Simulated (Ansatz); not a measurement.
A run for Ansatz (a program for electronic structure): U-wB97X-V/def2-TZVPP on OH (SMILES [OH]).

Ansatz 0.2 input:
```yaml
crystal:
  periodic: [false, false, false]
  atoms:
    - {symbol: O, position_ang: [-0.00000000, 0.00000000, -0.48834743]}
    - {symbol: H, position_ang: [0.00000000, -0.00000000, 0.48834743]}
basis:
  gaussian:
    orbitals: def2-TZVPP
hamiltonian:
  xc: {name: wB97X-V}
magnetization: {spin_polarized: true, initial_magnetization: 1}
```

**Question.** Give the final energy of this run.

**Answer.** -75.7388 hartree.
